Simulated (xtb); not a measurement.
carbazole (C₁₂H₉N), SMILES c1ccc2c(c1)[nH]c1ccccc12. All values are semi-empirical tight-binding results from xtb (GFN2-xTB unless named), good for trends rather than for accurate numbers. Geometry optimised at GFN2-xTB.

Optimised geometry:

Bonded distances (Å): C1–C2 1.393, C1–C6 1.382, C1–H14 1.080, C2–C3 1.381, C2–H15 1.080, C3–C4 1.389, C3–H16 1.080, C4–C5 1.415, C4–C13 1.437, C5–C6 1.386, C5–N7 1.372, C6–H17 1.080, N7–C8 1.372, N7–H18 1.005, C8–C9 1.386, C8–C13 1.415, C9–C10 1.382, C9–H19 1.080, C10–C11 1.393, C10–H20 1.080, C11–C12 1.381, C11–H21 1.080, C12–C13 1.389, C12–H22 1.080. Bond angles (°): C2–C1–C6 121.4, C2–C1–H14 119.3, C6–C1–H14 119.4, C1–C2–C3 121.1, C1–C2–H15 119.1, C3–C2–H15 119.7, C2–C3–C4 118.6, C2–C3–H16 120.9, C4–C3–H16 120.5, C3–C4–C5 119.7, C3–C4–C13 133.8, C5–C4–C13 106.4, C4–C5–C6 121.4, C4–C5–N7 108.9, C6–C5–N7 129.7, C1–C6–C5 117.7, C1–C6–H17 121.2, C5–C6–H17 121.1, C5–N7–C8 109.3, C5–N7–H18 125.4, C8–N7–H18 125.4, N7–C8–C9 129.7, N7–C8–C13 108.9, C9–C8–C13 121.4, C8–C9–C10 117.7, C8–C9–H19 121.1, C10–C9–H19 121.2, C9–C10–C11 121.4, C9–C10–H20 119.4, C11–C10–H20 119.3, C10–C11–C12 121.1, C10–C11–H21 119.1, C12–C11–H21 119.7, C11–C12–C13 118.6, C11–C12–H22 120.9, C13–C12–H22 120.5, C4–C13–C8 106.4, C4–C13–C12 133.8, C8–C13–C12 119.7.

* **point group as xtb finds it**: C2v
* **orbital gap**: 3.35 eV
* **dipole moment**: 1.78 D
* **zero-point energy**: 107.5 kcal/mol
* **G − E(el) at 298.15 K (modified RRHO)**: 86.5 kcal/mol
* **static polarisability (D4 model)**: 134.4 bohr³
* **solvation energy, GFN2-xTB/ALPB(water)**: -2.9 kcal/mol
* **solvation energy, GFN2-xTB/ALPB(hexane)**: -8.2 kcal/mol

Computed IR lines (harmonic; lines under 4 % of the strongest left out, lines within 3 cm⁻¹ merged):
ν (cm⁻¹): 443 (s), 538 (w), 767 (m), 1150 (w), 1242 (w), 1282 (w), 1311 (w), 1323 (s), 1358 (w), 1424 (m), 1433 (w), 1489 (s), 1609 (m), 1621 (w), 3072 (w), 3078 (m), 3085 (vs), 3094 (vs), 3490 (w) (against the strongest line: vs over 80 %, s over 45 %, m over 15 %, w over 4 %, vw less)

Computed atomic charges and the Wiberg bond orders between heavy atoms:
charges (e) C1 -0.03, C2 -0.04, C3 -0.03, C4 -0.02, C5 0.05, C6 -0.06, N7 -0.12, C8 0.05, C9 -0.06, C10 -0.03, C11 -0.04, C12 -0.03, C13 -0.02, H14 0.03, H15 0.03, H16 0.03, H17 0.02, H18 0.15, H19 0.02, H20 0.03, H21 0.03, H22 0.03. Bond orders C1–C2 1.40, C2–C3 1.47, C3–C4 1.37, C4–C5 1.26, C1–C6 1.47, C5–C6 1.36, C5–N7 1.15, N7–C8 1.15, C8–C9 1.36, C9–C10 1.47, C10–C11 1.40, C11–C12 1.47, C4–C13 1.15, C8–C13 1.26, C12–C13 1.37.
